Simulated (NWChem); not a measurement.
System: C5H2FN; SMILES C#C/C=C(/F)C#N

Excerpt of the output:

```
             Northwest Computational Chemistry Package (NWChem) 7.3.0
             --------------------------------------------------------

 CS  symmetry detected

                             Geometry "geometry" -> ""
                             -------------------------

 Output coordinates in angstroms (scale by  1.889725989 to convert to a.u.)

  No.       Tag          Charge          X              Y              Z
 ---- ---------------- ---------- -------------- -------------- --------------
    1 C                    6.0000     0.34654901    -2.80372004     0.00000000
    2 C                    6.0000    -0.26891257    -1.74266145     0.00000000
    3 C                    6.0000    -1.00539571    -0.53860518     0.00000000
    4 C                    6.0000    -0.44707807     0.70507794     0.00000000
    5 F                    9.0000    -1.22541833     1.79650566     0.00000000
    6 C                    6.0000     0.95764757     0.97656955     0.00000000
    7 N                    7.0000     2.10564357     1.22351659     0.00000000
    8 H                    1.0000     0.90093268    -3.73232870     0.00000000
    9 H                    1.0000    -2.10853405    -0.58080323     0.00000000

 Effective nuclear repulsion energy (a.u.)     228.1026667824

      Symmetry information
      --------------------

 Group name             Cs
 Group number              2
 Group order               2
 No. of unique centers     9

                                 NWChem DFT Module
                                 -----------------

 Summary of "ao basis" -> "ao basis" (spherical)
 ------------------------------------------------------------------------------
       Tag                 Description            Shells   Functions and Types
 ---------------- ------------------------------  ------  ---------------------
 C                          cc-pvdz                  6       14   3s2p1d
 F                          cc-pvdz                  6       14   3s2p1d
 N                          cc-pvdz                  6       14   3s2p1d
 H                          cc-pvdz                  3        5   2s1p

      Symmetry analysis of basis
      --------------------------

        a'         78
        a"         30

            General Information
            -------------------
          SCF calculation type: DFT
          Wavefunction type:  closed shell.
          No. of atoms     :     9
          No. of electrons :    48
           Alpha electrons :    24
            Beta electrons :    24
          Charge           :     0
          Spin multiplicity:     1
          Use of symmetry is: on ; symmetry adaption is: on
          Maximum number of iterations: 150
          AO basis - number of functions:   108
                     number of shells:    48
          Convergence on energy requested:  1.00D-06
          Convergence on density requested:  1.00D-05
          Convergence on gradient requested:  5.00D-04

              XC Information
              --------------
                         B3LYP Method XC Potential
                     Hartree-Fock (Exact) Exchange  0.200
                        Slater Exchange Functional  0.800 local
                    Becke 1988 Exchange Functional  0.720 non-local
              Lee-Yang-Parr Correlation Functional  0.810
                  VWN I RPA Correlation Functional  0.190 local

             Grid Information
             ----------------
          Grid used for XC integration:  medium
          Radial quadrature: Mura-Knowles
          Angular quadrature: Lebedev.
          Tag              B.-S. Rad. Rad. Pts. Rad. Cut. Ang. Pts.
          ---              ---------- --------- --------- ---------
          C                   0.70       49          12.0       434
          F                   0.50       49          14.0       434
          N                   0.65       49          12.0       434
          H                   0.35       45          11.0       434
          Grid pruning is: on
          Number of quadrature shells:   433
          Spatial weights used:  Erf1

      Superposition of Atomic Density Guess
      -------------------------------------

 Sum of atomic energies:        -343.01317787

      Non-variational initial energy
      ------------------------------

 Total energy =    -346.186873
 1-e energy   =    -919.001556
 2-e energy   =     344.712017
 HOMO         =      -0.256054
 LUMO         =      -0.056495

      Symmetry analysis of molecular orbitals - initial
      -------------------------------------------------

  Numbering of irreducible representations:

     1 a'          2 a"

  Orbital symmetries:

     1 a'          2 a'          3 a'          4 a'          5 a'
     6 a'          7 a'          8 a'          9 a'         10 a'
    11 a'         12 a'         13 a'         14 a'         15 a"
    16 a'         17 a'         18 a'         19 a"         20 a'
    21 a'         22 a"         23 a'         24 a"         25 a"
    26 a'         27 a'         28 a"         29 a'         30 a'
    31 a"         32 a'         33 a'         34 a'

     ---------------------------------------------
      Total Density - Mulliken Population Analysis
     ---------------------------------------------

    Atom       Charge   Shell Charges
 -----------   ------   -------------------------------------------------------
    1 C    6     6.48   2.00  0.73  0.90  1.92  0.90  0.04
    2 C    6     5.69   2.00  0.74  0.48  1.90  0.51  0.07
    3 C    6     6.12   2.00  0.72  0.51  1.93  0.90  0.06
    4 C    6     5.34   2.00  0.68  0.42  1.56  0.55  0.13
    5 F    9     9.33   2.00  0.91  0.99  3.40  2.03  0.00
    6 C    6     5.64   2.00  0.75  0.48  1.65  0.68  0.08
    7 N    7     7.60   2.00  0.87  0.86  2.31  1.52  0.03
    8 H    1     0.90   0.62  0.25  0.03
    9 H    1     0.89   0.66  0.21  0.03

   convergence    iter        energy       DeltaE   RMS-Dens  Diis-err
 ---------------- ----- ----------------- --------- --------- ---------
 d= 0,ls=0.0,diis     1   -346.0494655482 -5.74D+02  2.20D-02  1.39D+00
 d= 0,ls=0.0,diis     2   -345.5134433444  5.36D-01  1.50D-02  5.98D+00
 d= 0,ls=0.0,diis     3   -346.1979827713 -6.85D-01  3.91D-03  2.31D-01
 d= 0,ls=0.0,diis     4   -346.2157087099 -1.77D-02  1.68D-03  7.92D-02
 d= 0,ls=0.0,diis     5   -346.2236159935 -7.91D-03  5.97D-04  7.61D-03
  Resetting Diis
 d= 0,ls=0.0,diis     6   -346.2244074586 -7.91D-04  2.42D-04  1.66D-03
 d= 0,ls=0.0,diis     7   -346.2245979421 -1.90D-04  1.09D-04  4.26D-05
 d= 0,ls=0.0,diis     8   -346.2245827686  1.52D-05  8.17D-05  1.66D-04
 d= 0,ls=0.0,diis     9   -346.2246023899 -1.96D-05  1.59D-05  7.62D-06
 d= 0,ls=0.0,diis    10   -346.2246031398 -7.50D-07  4.68D-06  4.74D-07

         Total DFT energy =     -346.224603139750
      One electron energy =     -922.159337351920
           Coulomb energy =      392.878151825024
    Exchange-Corr. energy =      -45.046084395217
 Nuclear repulsion energy =      228.102666782362

 Numeric. integr. density =       47.999995886464

                  Occupations of the irreducible representations
                  ----------------------------------------------

                     irrep           alpha         beta
                     --------     --------     --------
                     a'               20.0         20.0
                     a"                4.0          4.0

                       DFT Final Molecular Orbital Analysis
                       ------------------------------------

 Vector   22  Occ=2.000000D+00  E=-3.511893D-01  Symmetry=a"
              MO Center=  3.2D-01, -6.7D-01,  6.4D-16, r^2= 4.2D+00
   Bfn.  Coefficient  Atom+Function         Bfn.  Coefficient  Atom+Function
  ----- ------------  ---------------      ----- ------------  ---------------
    20      0.327627  2 C  pz                90     -0.277174  7 N  pz
    34      0.261962  3 C  pz                76     -0.242273  6 C  pz
     6      0.240206  1 C  pz                37      0.162652  3 C  pz
    23      0.159413  2 C  pz                93     -0.159111  7 N  pz
    79     -0.133326  6 C  pz                 9      0.125829  1 C  pz

 Vector   23  Occ=2.000000D+00  E=-3.050027D-01  Symmetry=a'
              MO Center= -2.6D-02, -2.2D+00, -3.7D-15, r^2= 1.8D+00
   Bfn.  Coefficient  Atom+Function         Bfn.  Coefficient  Atom+Function
  ----- ------------  ---------------      ----- ------------  ---------------
     4      0.365019  1 C  px                18      0.362203  2 C  px
     5      0.215366  1 C  py                19      0.204549  2 C  py
     7      0.200613  1 C  px                22      0.193525  2 C  py
     8      0.162288  1 C  py                21      0.140299  2 C  px
   104      0.121582  9 H  s                 45     -0.102275  4 C  s

 Vector   24  Occ=2.000000D+00  E=-2.659486D-01  Symmetry=a"
              MO Center= -4.7D-02, -7.8D-01, -1.7D-15, r^2= 4.4D+00
   Bfn.  Coefficient  Atom+Function         Bfn.  Coefficient  Atom+Function
  ----- ------------  ---------------      ----- ------------  ---------------
     6      0.336964  1 C  pz                48     -0.320959  4 C  pz
    34     -0.258979  3 C  pz                20      0.233356  2 C  pz
     9      0.221698  1 C  pz                90      0.204500  7 N  pz
    62      0.201309  5 F  pz                51     -0.188750  4 C  pz
    37     -0.185870  3 C  pz                65      0.157174  5 F  pz

[...]
```

Level: B3LYP/cc-pVDZ. All runs use the structure optimised with PBE-D3(BJ)/def2-SVP.

**Question.** Which NWChem input produces such a log?

**Answer.** One answer among several that fit: the input that was run:
```
start job
memory heap 200 mb stack 900 mb global 1100 mb
geometry units angstroms noautoz
  C      0.221189    -2.807156     0.000000
  C     -0.344977    -1.718995     0.000000
  C     -1.025481    -0.482438     0.000000
  C     -0.410729     0.734339     0.000000
  F     -1.138210     1.860305     0.000000
  C      1.004967     0.941140     0.000000
  N      2.163078     1.135193     0.000000
  H      0.732414    -3.760206     0.000000
  H     -2.129394    -0.474014     0.000000
end
basis spherical
  C library cc-pvdz
  F library cc-pvdz
  N library cc-pvdz
  H library cc-pvdz
end
dft
  xc b3lyp
  iterations 150
  mulliken
end
task dft energy
```
